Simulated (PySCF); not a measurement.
**Shieldings and the share of exact exchange**

Molecule: SMILES CB1OCCO1, C$_{3}$H$_{7}$BO$_{2}$.

Atom-mapped SMILES (the numbers label the heavy atoms): `[CH3:1][B:2]1[O:3][CH2:4][CH2:5][O:6]1`. Each H is labelled by its parent atom.

GIAO shieldings (ppm, equivalent atoms averaged) in PySCF on the PBE0-D3(BJ)/def2-SVP geometry, basis pcSseg-1, gas phase, non-relativistic:

```csv
functional,exact exchange (%),σ(C4/C5),σ(B2),σ(O3/O6)
BLYP,0,103.7,59.7,187.0
BP86,0,109.0,62.8,190.8
PBE,0,109.4,62.3,188.8
PBE0,25,116.6,66.4,204.2
mPW1PW91,25,115.6,66.4,203.9
BHandHLYP,50,118.2,68.2,216.9
HF,100,130.8,78.5,242.6
```

(1) Fit each shielding as a line in the percentage of exact exchange.

(2) What does the line predict for B3LYP (20 %), and what does the run give?

## Answers

(1) σ(C4/C5) = 108.2 + 0.23 x (rms 2.2 ppm); σ(B2) = 61.7 + 0.16 x (rms 1.2 ppm); σ(O3/O6) = 189.5 + 0.54 x (rms 1.3 ppm). The functionals also differ in their semilocal parts, which the line can't hold; Hartree–Fock has no correlation at all.

(2) σ(C4/C5): 112.8 predicted, 110.0 computed; σ(B2): 64.9 predicted, 63.0 computed; σ(O3/O6): 200.3 predicted, 199.7 computed ppm.
